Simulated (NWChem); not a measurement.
System: C2H5In; SMILES [CH]([InH2])=C

The following NWChem deck was run.

```
start job
memory heap 200 mb stack 900 mb global 1100 mb
geometry units angstroms noautoz
  In    -0.012008    -0.614258    -0.000432
  H     -1.730752    -0.939687     0.001367
  H      1.180153    -1.889030    -0.002802
  C      0.552854     1.474994    -0.000573
  C     -0.380023     2.450928     0.000125
  H      1.617534     1.774559    -0.001464
  H     -0.114450     3.525760    -0.000161
  H     -1.463192     2.230605     0.001043
end
basis spherical
  * library def2-svp
end
ecp
  In library def2-ecp
end
dft
  xc b3lyp
  iterations 150
  mulliken
end
task dft gradient
```

NWChem printed, in part:

```
             Northwest Computational Chemistry Package (NWChem) 7.3.0
             --------------------------------------------------------

 CS  symmetry detected

                             Geometry "geometry" -> ""
                             -------------------------

 Output coordinates in angstroms (scale by  1.889725989 to convert to a.u.)

  No.       Tag          Charge          X              Y              Z
 ---- ---------------- ---------- -------------- -------------- --------------
    1 In                  49.0000    -0.01863104    -0.58617395     0.00000000
    2 H                    1.0000    -1.74143149    -0.88940112     0.00000000
    3 H                    1.0000     1.15698567    -1.87622090     0.00000000
    4 C                    6.0000     0.57313873     1.49561652     0.00000000
    5 C                    6.0000    -0.34706968     2.48350496     0.00000000
    6 H                    1.0000     1.64159538     1.78142041     0.00000000
    7 H                    1.0000    -0.06765148     3.55482115     0.00000000
    8 H                    1.0000    -1.43299145     2.27717501     0.00000000

 Effective nuclear repulsion energy (a.u.)     207.5096447695

      Symmetry information
      --------------------

 Group name             Cs
 Group number              2
 Group order               2
 No. of unique centers     8

                                 NWChem DFT Module
                                 -----------------

 Summary of "ao basis" -> "ao basis" (spherical)
 ------------------------------------------------------------------------------
       Tag                 Description            Shells   Functions and Types
 ---------------- ------------------------------  ------  ---------------------
 In                         def2-svp                10       26   4s4p2d
 H                          def2-svp                 3        5   2s1p
 C                          def2-svp                 6       14   3s2p1d

      Symmetry analysis of basis
      --------------------------

        a'         58
        a"         21

            General Information
            -------------------
          SCF calculation type: DFT
          Wavefunction type:  closed shell.
          No. of atoms     :     8
          No. of electrons :    38
           Alpha electrons :    19
            Beta electrons :    19
          Charge           :     0
          Spin multiplicity:     1
          Use of symmetry is: on ; symmetry adaption is: on
          Maximum number of iterations: 150
          AO basis - number of functions:    79
                     number of shells:    37
          Convergence on energy requested:  1.00D-06
          Convergence on density requested:  1.00D-05
          Convergence on gradient requested:  5.00D-04

              XC Information
              --------------
                         B3LYP Method XC Potential
                     Hartree-Fock (Exact) Exchange  0.200
                        Slater Exchange Functional  0.800 local
                    Becke 1988 Exchange Functional  0.720 non-local
              Lee-Yang-Parr Correlation Functional  0.810
                  VWN I RPA Correlation Functional  0.190 local

             Grid Information
             ----------------
          Grid used for XC integration:  medium
          Radial quadrature: Mura-Knowles
          Angular quadrature: Lebedev.
          Tag              B.-S. Rad. Rad. Pts. Rad. Cut. Ang. Pts.
          ---              ---------- --------- --------- ---------
          In                  1.55      123          11.0       590
          H                   0.35       45          13.0       434
          C                   0.70       49          12.0       434
          Grid pruning is: on
          Number of quadrature shells:   446
          Spatial weights used:  Erf1

      Superposition of Atomic Density Guess
      -------------------------------------

 Sum of atomic energies:        -295.79631800

      Non-variational initial energy
      ------------------------------

 Total energy =    -268.086414
 1-e energy   =    -651.103202
 2-e energy   =     275.682210
 HOMO         =      -0.293113
 LUMO         =      -0.038720

      Symmetry analysis of molecular orbitals - initial
      -------------------------------------------------

  Numbering of irreducible representations:

     1 a'          2 a"

  Orbital symmetries:

     1 a'          2 a'          3 a'          4 a'          5 a'
     6 a"          7 a'          8 a'          9 a'         10 a'
    11 a"         12 a"         13 a'         14 a'         15 a'
    16 a'         17 a"         18 a'         19 a'         20 a"
    21 a"         22 a'         23 a'         24 a'         25 a'
    26 a'         27 a'         28 a'         29 a'

     ---------------------------------------------
      Total Density - Mulliken Population Analysis
     ---------------------------------------------

    Atom       Charge   Shell Charges
 -----------   ------   -------------------------------------------------------
    1 In  21    20.24   2.60 -0.60  0.80  0.40  3.23  2.77  0.73  0.28  9.69  0.34
    2 H    1     1.20   0.67  0.52  0.01
    3 H    1     1.19   0.67  0.52  0.01
    4 C    6     6.51   1.99  1.01  0.38  1.96  1.15  0.03
    5 C    6     6.16   1.99  0.97  0.29  1.92  0.97  0.03
    6 H    1     0.90   0.67  0.20  0.03
    7 H    1     0.90   0.67  0.21  0.02
    8 H    1     0.90   0.67  0.20  0.02

   convergence    iter        energy       DeltaE   RMS-Dens  Diis-err
 ---------------- ----- ----------------- --------- --------- ---------
 d= 0,ls=0.0,diis     1   -269.2620833733 -3.77D+02  1.09D-02  1.86D-01
 d= 0,ls=0.0,diis     2   -269.2842601179 -2.22D-02  4.15D-03  5.55D-02
 d= 0,ls=0.0,diis     3   -269.2862877835 -2.03D-03  1.97D-03  4.57D-02
 d= 0,ls=0.0,diis     4   -269.2924125789 -6.12D-03  5.41D-04  2.20D-03
 d= 0,ls=0.0,diis     5   -269.2927190257 -3.06D-04  1.16D-04  1.57D-04
  Resetting Diis
 d= 0,ls=0.0,diis     6   -269.2927404748 -2.14D-05  3.16D-05  6.09D-06
 d= 0,ls=0.0,diis     7   -269.2927412929 -8.18D-07  8.83D-06  1.40D-07

         Total DFT energy =     -269.292741292904
      One electron energy =     -653.411363412180
           Coulomb energy =      306.165020819067
    Exchange-Corr. energy =      -29.380976573587
 Nuclear repulsion energy =      107.334577873796

 Numeric. integr. density =       37.999972604953

                  Occupations of the irreducible representations
                  ----------------------------------------------

                     irrep           alpha         beta
                     --------     --------     --------
                     a'               15.0         15.0
                     a"                4.0          4.0

                       DFT Final Molecular Orbital Analysis
                       ------------------------------------

 Vector   17  Occ=2.000000D+00  E=-2.870111D-01  Symmetry=a'
              MO Center= -1.8D-01, -1.1D+00, -5.4D-15, r^2= 3.3D+00
   Bfn.  Coefficient  Atom+Function         Bfn.  Coefficient  Atom+Function
  ----- ------------  ---------------      ----- ------------  ---------------
    32      0.320586  3 H  s                 27     -0.311074  2 H  s
    11      0.309088  1 In px                33      0.219603  3 H  s
    28     -0.212462  2 H  s                 17      0.127865  1 In d -2
    12     -0.122681  1 In py                14      0.109077  1 In px
     8     -0.107069  1 In px                 5     -0.099362  1 In px

 Vector   18  Occ=2.000000D+00  E=-2.789608D-01  Symmetry=a"
              MO Center=  1.1D-01,  1.9D+00, -1.1D-14, r^2= 1.7D+00
   Bfn.  Coefficient  Atom+Function         Bfn.  Coefficient  Atom+Function
  ----- ------------  ---------------      ----- ------------  ---------------
    56      0.401503  5 C  pz                42      0.396188  4 C  pz
    59      0.271491  5 C  pz                45      0.264472  4 C  pz
    13      0.078857  1 In pz                18     -0.058199  1 In d -1
    16      0.057763  1 In pz                10     -0.027140  1 In pz
     7     -0.025290  1 In pz

 Vector   19  Occ=2.000000D+00  E=-2.698346D-01  Symmetry=a'
              MO Center=  1.3D-01,  6.6D-01,  1.4D-14, r^2= 3.9D+00
   Bfn.  Coefficient  Atom+Function         Bfn.  Coefficient  Atom+Function
  ----- ------------  ---------------      ----- ------------  ---------------
    41      0.363647  4 C  py                12     -0.315815  1 In py
    65      0.180087  6 H  s                 70     -0.176908  7 H  s
    39     -0.168887  4 C  s                 27      0.166176  2 H  s
    66      0.160431  6 H  s                 44      0.153976  4 C  py
    55     -0.147648  5 C  py                40      0.142601  4 C  px

[...]

                         DFT ENERGY GRADIENTS

    atom               coordinates                        gradient
                 x          y          z           x          y          z
   1 In     -0.035208  -1.107708   0.000000    0.000517   0.001217   0.000000
   2 H      -3.290828  -1.680724   0.000000   -0.001505   0.000031   0.000000
   3 H       2.186386  -3.545543   0.000000    0.001012  -0.001030   0.000000
   4 C       1.083075   2.826305   0.000000    0.001343  -0.006695   0.000000
   5 C      -0.655867   4.693144   0.000000   -0.002536   0.001839   0.000000
   6 H       3.102165   3.366396   0.000000    0.005073   0.000755   0.000000
   7 H      -0.127843   6.717638   0.000000    0.001394   0.005039   0.000000
   8 H      -2.707961   4.303237   0.000000   -0.005299  -0.001156   0.000000
```

Level: B3LYP/def2-SVP with def2 effective core potentials on In. All runs use the structure optimised with PBE-D3(BJ)/def2-SVP. def2 effective core potentials on In; no spin-orbit coupling.
